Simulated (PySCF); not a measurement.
## HCoO + Cl₂ → CoOCl + HCl

Level: PBE0 in the def2-TZVP basis family, all electrons, no relativity, computed in PySCF with density fitting; open shells unrestricted.

| species | state and structure | E (Eh) | ZPE (kJ/mol) | H(298 K) − H(0) (kJ/mol) | S° (J/(mol K)) |
| --- | --- | --- | --- | --- | --- |
| HCoO | quintet, Cs, Co–H 1.595 Å, Co–O 1.628 Å; H–Co–O 156.7° | -1458.23761 | 17.0 | 11.5 | 259.9 |
| Cl₂ | singlet, D∞h, Cl–Cl 1.982 Å | -920.08940 | 3.5 | 9.1 | 222.5 |
| CoOCl | quintet, C∞v, Co–Cl 2.123 Å, Co–O 1.620 Å; Cl–Co–O 180.0° | -1917.79318 | 8.9 | 13.5 | 286.6 |
| HCl | singlet, C∞v, H–Cl 1.279 Å | -460.66440 | 17.9 | 8.7 | 186.6 |

Task: What is the electronic reaction energy?

Result: At PBE0/def2-TZVP, ΔE = -342.8 kJ/mol from the differences of the total energies times 2625.5, downhill. 

Task: Add zero-point, thermal and entropy terms for 298.15 K and 1 bar.

Result: ΔZPE = 6.3 and Δ[H(298) − H(0)] = 1.6 kJ/mol give ΔH° = -334.9 kJ/mol. ΔS° = -9.2 J/(mol K), so ΔG° = -334.9 − 298.15 × (-0.0092) = -332 kJ/mol.

Open d or f shells are single determinants, so the state found may not be the ground state. Each species is the lowest minimum found with this bonding; other isomers or fragments can lie lower.
